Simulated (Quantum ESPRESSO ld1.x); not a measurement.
All-electron atom: Be in [He] 2p2 (not the ground configuration). All-electron calculation, scalar-relativistic Kohn-Sham, revPBE, spin-unpolarised, spherical densities, point nucleus. Program: ld1.x of Quantum ESPRESSO 7.5.

Radial electron density D(r) = 4 pi r^2 rho(r):

```
   r/bohr * D(r) (the largest magnitude, 3.85, reaches the edge; | marks zero)
  0.03303 |    *
    0.041 |       *
  0.05088 |          *
  0.06315 |              *
  0.07837 |                   *
  0.09727 |                          *
   0.1207 |                                  *
   0.1498 |                                          *
   0.1859 |                                                 *
   0.2308 |                                                     *
   0.2864 |                                                      *
   0.3555 |                                                  *
   0.4412 |                                         *
   0.5476 |                              *
   0.6796 |                   *
   0.8434 |           *
    1.047 |       *
    1.289 |      *
      1.6 |       *
    1.985 |       *
    2.464 |        *
    3.058 |      *
    3.795 |    *
     4.71 |  *
    5.846 |*
    7.255 *
    9.004 *
    11.18 *
```

D(r) has 2 maxima, at r = 0.267, 2.24 bohr, and minima at 1.27 bohr, inside which lie 2.16 electrons.
